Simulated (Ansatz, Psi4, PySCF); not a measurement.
BF3, charge +1, doublet, geometry from GFN2-xTB (a state made from the parent by changing its charge; the spin is typed, not shown lowest). Base run: PySCF with CAMB3LYP/STO-3G.

Geometry (Å):
```xyz
4

B      0.0235    -0.0112     0.0106
F     -1.1117    -0.6666    -0.0186
F     -0.0144     1.2015    -0.4866
F      1.1131    -0.5287     0.4994
```
Charge +1, spin multiplicity 2.
Orbitals are unrestricted.
All else is at PySCF's defaults.

The same geometry, method and basis name were run in Ansatz (a program for electronic structure) and Psi4 and PySCF, at each program's defaults and at the settings that a row names. The base is PySCF at its defaults. Differences at the defaults can come from grids, fitting, cores and function types together.

```json
[
 {"code and settings": "PySCF, defaults (exact integrals, its default grid, spherical functions)", "ΔE vs base (mEh)": "0.000", "basis functions": "20", "E (Eh)": "-319.36088", "SCF cycles": "13"},
 {"code and settings": "Psi4, defaults (density fitting with its default set, its default grid, spherical functions)", "ΔE vs base (mEh)": "-1.351", "basis functions": "20", "E (Eh)": "-319.36223", "SCF cycles": "12"},
 {"code and settings": "Ansatz, defaults (factorised integrals, its default grid, spherical functions)", "ΔE vs base (mEh)": "0.008", "basis functions": "20", "E (Eh)": "-319.36087", "SCF cycles": "-"},
 {"code and settings": "PySCF, density fitting with def2-universal-jkfit", "ΔE vs base (mEh)": "-1.315", "basis functions": "20", "E (Eh)": "-319.36219", "SCF cycles": "13"},
 {"code and settings": "PySCF, fine grid", "ΔE vs base (mEh)": "0.007", "basis functions": "20", "E (Eh)": "-319.36087", "SCF cycles": "13"},
 {"code and settings": "Psi4, exact integrals, spherical functions, fine grid", "ΔE vs base (mEh)": "0.008", "basis functions": "20", "E (Eh)": "-319.36087", "SCF cycles": "13"},
 {"code and settings": "Ansatz, high accuracy", "ΔE vs base (mEh)": "0.007", "basis functions": "20", "E (Eh)": "-319.36087", "SCF cycles": "-"}
]
```

Open shells are given as the SCF converged; they aren't shown to be the lowest states, and a large step between rows can be another state.
